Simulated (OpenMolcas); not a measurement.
## Kr⁴⁺: the spin-orbit constant, worked from levels

| Item | Value |
| --- | --- |
| Program | OpenMolcas |
| Basis | ANO-R1 [5s4p3d1f] |
| Scalar Hamiltonian | X2C, finite nucleus |
| Active space | 4 electrons in 9 orbitals (RAS2 4s 4p; RAS3 4d, at most 2 electrons) |
| State averaging | 2S+1 = 3 even, 3 roots; 2S+1 = 1 even, 6 roots; 2S+1 = 5 odd, 1 root; 2S+1 = 3 odd, 5 roots |
| Spin-orbit coupling | state interaction with AMFI integrals over the reference wave functions, term energies averaged over their components |

Methods: RASSCF; SS-RASPT2, IPEA 0.25 Eh, imaginary shift 0.1 Eh (closed shells correlated: 3d). Measured levels: Saloman, J. Phys. Chem. Ref. Data 36, 215 (2007).

**The spin-orbit constant.** For the Hund term 3P of p2, E(J) = (A/2) J(J+1) + constant and ζ = 2S·A = 2A. From J = 0 to J = 2 the energy changes by 3 A.

```
   Source  E(2) - E(0)       A     ζ
   RASSCF       7458.7  2486.2  4972
SS-RASPT2       7450.3  2483.4  4967
 measured       7595.3  2531.8  5064
```

All in cm-1. SS-RASPT2 is off by -1.9 % and RASSCF by -1.8 %. Both methods take the spin-orbit matrix elements from the reference wave functions, so the second can move ζ only through the term energies and any multistate remixing. Second-order mixing with other terms is absorbed into this ζ.

Active for correlation alone: 4d; no level in the range computed is led by a configuration that fills it, so any true level of that kind is missing. The basis is small and was not contracted for so high a charge. Measured partners are found by configuration, term and J. A level has none where our copy of the source lacks it or the pairing is in doubt (some pairs that miss far off the trend of their configuration count as doubtful), and it then counts in no deviation. Only configurations of the active space appear.
